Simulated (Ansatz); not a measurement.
The cluster CuF₂ (the lowest doublet isomer of a short search), 3 atoms. Hardware: 4 threads of Arm Neoverse V2 on a shared host.

The 6-31G sets use Cartesian d functions. Correlated methods freeze 11 core orbitals.

**Question.** How many basis functions does each of these Ansatz runs have, and roughly what does it cost? PBE0-D4/def2-TZVP, charge 0 doublet, energy, from earlier orbitals; LC-ωPBE/def2-TZVP, charge 0 quartet, energy, from earlier orbitals; LDA (SPW92)/def2-TZVP, charge 0 doublet, energy and forces, from earlier orbitals; PBE-D4/def2-TZVP, charge 0 doublet, energy, from earlier orbitals; RPA@PBE/def2-TZVP, charge 0 doublet, energy, from earlier orbitals; B97M-V/def2-TZVP, charge 0 doublet, energy, from earlier orbitals; MP2/def2-TZVP, charge 0 doublet, energy, from earlier orbitals; CCSD(T)/def2-TZVPD, charge -1 singlet at the geometry of the charge 0 doublet, energy, from earlier orbitals; B3LYP-D4/6-31G, charge 0 quartet, energy; r2SCAN-D4/def2-TZVP, charge 1 triplet at the geometry of the charge 0 doublet, energy, from earlier orbitals; B97M-V/def2-TZVP, charge 0 quartet, energy, from earlier orbitals; RPA@PBE/def2-TZVP, charge 0 quartet, energy, from earlier orbitals.

**Answer.** Other jobs shared the machine, so times can vary by a factor of up to 3. A dash marks memory too small to be measured apart from the calling script's.

```tsv
run	functions	fitting or Cholesky vectors	wall time	peak host memory (GiB)
MP2/def2-TZVP, charge 0 doublet, energy, from earlier orbitals	107	883	0.65 s	–
RPA@PBE/def2-TZVP, charge 0 quartet, energy, from earlier orbitals	107	883	1.9 s	–
CCSD(T)/def2-TZVPD, charge -1 singlet at the geometry of the charge 0 doublet, energy, from earlier orbitals	128	996	2.4 s	–
B3LYP-D4/6-31G, charge 0 quartet, energy	47	444	3 s	–
LC-ωPBE/def2-TZVP, charge 0 quartet, energy, from earlier orbitals	107	765	4 s	–
PBE0-D4/def2-TZVP, charge 0 doublet, energy, from earlier orbitals	107	854	5.5 s	–
PBE-D4/def2-TZVP, charge 0 doublet, energy, from earlier orbitals	107	765	5.5 s	–
r2SCAN-D4/def2-TZVP, charge 1 triplet at the geometry of the charge 0 doublet, energy, from earlier orbitals	107	765	8.5 s	–
B97M-V/def2-TZVP, charge 0 doublet, energy, from earlier orbitals	107	765	8.5 s	–
B97M-V/def2-TZVP, charge 0 quartet, energy, from earlier orbitals	107	765	13 s	–
LDA (SPW92)/def2-TZVP, charge 0 doublet, energy and forces, from earlier orbitals	107	765	17 s	–
RPA@PBE/def2-TZVP, charge 0 doublet, energy, from earlier orbitals	107	883	23 s	–
```
